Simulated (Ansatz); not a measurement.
System: CaCl2, net charge 1, doublet state. 
Geometry from a B3LYP-D3(BJ)/def2-TZVP (Ansatz, an electronic-structure program) optimisation:
```xyz
3

Ca     0.2646     0.2087     0.3276
Cl     1.5799     0.2869    -1.8554
Cl    -1.8912    -0.5325     1.4700
```
Charge +1, spin multiplicity 2.

Parts of the frozen-core correlation energy in 6-31G (Ansatz, hartree). Frozen orbitals: 19; correlated occupied orbitals by spin: 8 and 7; virtual: 28 and 29. Open shells are spin-unrestricted. No spin-orbit coupling. No relativistic terms.

```
term                             value
-------------------------  -----------
reference (HF)             -1595.49592
MP2 opposite-spin                    ?
MP2 same-spin                 -0.01920
CCSD correlation                     ?
(T)                                  ?
T1 diagnostic                    0.031
largest doubles amplitude        0.034
<S^2> of the reference           0.751
```

### Question
What belongs in the gaps?

### Answer

- MP2 opposite-spin, value: -0.05862
- CCSD correlation, value: -0.08942
- (T), value: -0.00216
